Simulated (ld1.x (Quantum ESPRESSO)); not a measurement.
# Reading a pseudo-wave (oxygen (O))

Columns: radius, all-electron u(r) and pseudo u(r) of the 2s shell (level -23.75 eV) of oxygen in the configuration [He] 2s2 2p4; LDA (PZ), scalar-relativistic, ultrasoft scheme, ld1.x (Quantum ESPRESSO) 7.5.

```csv
r (bohr),all-electron,pseudo
0.062,0.3723,-0.0780
0.125,0.4098,-0.1590
0.188,0.2824,-0.2430
0.250,0.0909,-0.3292
0.312,-0.1159,-0.4185
0.375,-0.3145,-0.5109
0.438,-0.4885,-0.6026
0.500,-0.6308,-0.6890
0.562,-0.7437,-0.7681
0.625,-0.8303,-0.8374
0.688,-0.8915,-0.8925
0.750,-0.9304,-0.9304
0.812,-0.9514,-0.9514
0.875,-0.9577,-0.9577
0.938,-0.9519,-0.9519
1.000,-0.9367,-0.9367
1.062,-0.9143,-0.9143
1.125,-0.8859,-0.8859
1.188,-0.8536,-0.8536
1.250,-0.8189,-0.8189
1.312,-0.7826,-0.7826
1.375,-0.7447,-0.7447
1.438,-0.7064,-0.7064
1.500,-0.6690,-0.6690
1.562,-0.6321,-0.6321
1.625,-0.5954,-0.5954
```

Q: How many radial nodes do the two functions have?

A: The all-electron 2s function has n − l − 1 = 1; the pseudo-wave has 0, since the states of the same l below it are removed with the core.

Q: At about which radius was the pseudo-wave matched?

A: 0.75 bohr, where the columns begin to agree (steps of 0.06 bohr).

Q: Where does each function peak?

A: Outermost all-electron maximum near 0.88 bohr, pseudo maximum near 0.88 bohr (to the table’s step).

Q: Is the pseudo-wave norm-conserving?

A: No, it belongs to an ultrasoft set: the norm inside the radius is not constrained, and the difference is carried by the augmentation charge.
